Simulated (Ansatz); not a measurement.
C2H8B2OSi (`B/C(O)=C(/B)[SiH3]`), relaxed with RKS PBE-D4/def2-SVP in Ansatz 0.2.0 from a rough embedded geometry. The force threshold is 0.03 eV/Å; the program also tests the step.

The species carries charge 0 and has multiplicity 1.

Start:

```xyz
14

B    -0.821   -1.292    1.342
C     0.390   -0.644    0.680
O     1.618   -1.087    1.149
C     0.344    0.273   -0.374
B     1.629    0.864   -0.946
Si   -1.288    0.965   -1.002
H    -0.734   -2.090    2.188
H    -1.982   -0.986    1.015
H     1.738   -1.733    1.840
H     1.569    1.718   -1.806
H     2.702    0.555   -0.585
H    -2.053   -0.126   -1.588
H    -2.090    1.602    0.116
H    -1.021    1.980   -2.029
```

Task: How much energy does the relaxation release, and in how many steps? (Estimate.)

Result: Computed: 11.00 kcal/mol, in 12 steps, 2 of them rejected.

Task: Which bonds change most? (Best estimate.)

Result: The calculation gave: B1–H7 from 1.166 to 1.221 Å; Si6–H12 from 1.456 to 1.505 Å; B5–H11 from 1.174 to 1.219 Å; Si6–H14 from 1.468 to 1.503 Å.

Task: Give the relaxed structure. (An estimate is asked.)

Result: The calculation gave: 
```xyz
14

B    -0.803   -1.343    1.304
C     0.408   -0.525    0.806
O     1.638   -0.720    1.369
C     0.350    0.322   -0.294
B     1.640    0.792   -0.993
Si   -1.301    0.943   -0.989
H    -0.609   -2.392    1.898
H    -1.940   -0.983    1.079
H     1.559   -1.436    2.030
H     1.764    1.945   -1.371
H     2.536    0.002   -1.235
H    -2.089   -0.163   -1.636
H    -2.156    1.584    0.072
H    -0.996    1.973   -2.041
```
